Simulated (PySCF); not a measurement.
Au₂, SMILES [Au][Au], multiplicity 1. Geometry: B3LYP-D3(BJ)/def2-TZVPD. The multiplicity is an assumed one; other spin states were not compared. The def2 effective core potentials stand for the cores of Au; spin–orbit coupling is left out.

Task: Give the equilibrium geometry at B3LYP-D3(BJ)/def2-TZVPD (PySCF confirms it by a frequency run) as Cartesian coordinates in Å, and its point group. (An estimate is asked for; the answer gives what the named calculation found.)

Result: point group D∞h.
```xyz
2

Au     0.0000     0.0000    -1.2773
Au     0.0000     0.0000     1.2773
```
Charge 0, spin multiplicity 1.
